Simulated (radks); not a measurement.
The numbers below are computed, except where a source is named.
The arsenic anion As- inside a hard spherical wall (all orbitals vanish at R), configuration held at [Ar] 3d10 4s2 4p4 and not refilled when levels cross. Code: a radial shooting solver on a logarithmic mesh with Libxc functionals. Model: scalar-relativistic Kohn-Sham, PBE, spin-polarised, spherical densities, point nucleus; open shells are filled with parallel spins first. Eigenvalues in eV for spin up, with the zero of energy where the potential of the charges vanishes at infinity; a dash marks a level that is unbound or too diffuse for the functional's potential to be trusted. A positive occupied level is held by the wall or, in an anion where self-interaction has pushed it up, behind a barrier. The pressure on the wall is -dE/dV.

| R (bohr) | E (hartree) | kinetic (hartree) | e(3p) | e(3d) | e(4s) | e(4p) | e(5s, empty) | e(5p, empty) | pressure (GPa) |
|---|---|---|---|---|---|---|---|---|---|
| 12 | -2260.89458 | 2304.421 | -126.24 | -33.234 | -7.973 | 0.772 | 3.367 | 4.431 | 0.0126 |
| 10 | -2260.89163 | 2304.433 | -125.98 | -32.977 | -7.739 | 0.977 | 4.241 | 5.888 | 0.0606 |
| 8 | -2260.88007 | 2304.484 | -125.33 | -32.330 | -7.191 | 1.482 | 6.120 | 8.846 | 0.414 |
| 4 | -2260.27588 | 2306.745 | -115.20 | -22.337 | 0.473 | 10.382 | 35.101 | 44.717 | 109 |
| 3.5 | -2259.73625 | 2308.536 | -110.32 | -17.573 | 4.722 | 15.646 | 51.659 | 63.290 | 290 |
| 3 | -2258.59073 | 2312.101 | -102.87 | -10.331 | 12.365 | 25.035 | 80.554 | 94.782 | 868 |
| 2.5 | -2255.90730 | 2320.071 | -90.680 | 1.542 | 27.889 | 43.605 | 135.43 | 152.90 | 3090 |
| 2 | -2248.57298 | 2341.207 | -67.982 | 24.253 | 65.570 | 86.709 | 253.54 | 274.18 | 14300 |
| 1.5 | -2223.02947 | 2411.728 | -16.220 | 79.355 | 183.37 | 212.73 | 561.28 | 579.33 | 100000 |
